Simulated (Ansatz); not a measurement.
**Worked example: C2H5BrMg + SnH3(NH2) → C2H7MgN + SnH3Br**

Species: C2H5BrMg `C[CH2][Mg][Br]`, singlet; SnH3(NH2), singlet; C2H7MgN `C[CH2][Mg][NH2]`, singlet; SnH3Br `[Br][SnH3]`, singlet. The partners trade Br for NH2: Mg–Br and Sn–NH2 bonds give way to Mg–NH2 and Sn–Br.

Shapes, held fixed at every level: PBE0-D4/def2-TZVP. Programs: Ansatz 0.2.0. The zero-point and thermal change to 298 K, harmonic and unscaled (PBE0-D4/def2-TZVP), is -2.6 kJ/mol.

At CCSD(T)/def2-TZVPP; 1 Eh = 2625.50 kJ/mol:

```
  species   energy (Eh)
 C2H5BrMg  -2851.664364
SnH3(NH2)   -271.311971
  C2H7MgN   -334.771719
   SnH3Br  -2788.186363
```

Work out ΔH(298 K) of the reaction at this level.


1. Products less reactants: (-334.771719) + (-2788.186363) − [(-2851.664364) + (-271.311971)] = 0.018253 Eh = +47.9 kJ/mol.
2. With the thermal change: +47.9 + (-2.6) = +45.3 kJ/mol.

Other levels give +38.5 (SPW92/def2-TZVPP) to +45.2 kJ/mol (CCSD/def2-TZVPP). No measured value is set beside it here. For atoms past krypton def2 sets carry core potentials with scalar relativity. Relativity is left out for Br. Outer-core shells of Br, Mg, Sn are correlated, in sets that cover them unevenly.
